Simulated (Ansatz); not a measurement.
Species: MnCl (charge 0, septet). The spin state was set by rule; other spins were not relaxed. 
Geometry from a B3LYP-D3(BJ)/def2-TZVP (Ansatz, an electronic-structure program) optimisation:
```
Mn
Cl 1 2.2530
```
Charge 0, spin multiplicity 7.

Property: atomisation energy (electronic, to ground-state atoms), in kJ/mol. Valence correlation only, unless marked. Open shells are spin-unrestricted. Spin-orbit coupling is left out. The frozen core is the preceding noble-gas configuration, with the filled d and f shells of earlier blocks. No relativistic terms. The coupled-cluster limit lacks core correlation, which all-electron functionals hold. Basis-set limits of correlation are two-point, X^-3; Hartree-Fock from the larger set.

```csv
level,program,atomisation energy (kJ/mol)
HF/def2-SVP,Ansatz,283.5
BLYP/def2-TZVPD,Ansatz,337.0
r2SCAN/def2-TZVPD,Ansatz,403.7
B97M-V/def2-TZVPD,Ansatz,378.2
B3LYP-D3(BJ)/def2-TZVPD,Ansatz + dftd3,336.1
PBE0/6-31G*,Ansatz,353.1
PBE0/def2-TZVPD,Ansatz,369.3
```

### Question
Estimate the value at CCSD(T)/CBS(def2-TZVPPD,def2-QZVPPD) as computed with Ansatz.

### Answer
352.2 kJ/mol, so PBE0/def2-TZVPD differs from it by 17.1 kJ/mol.
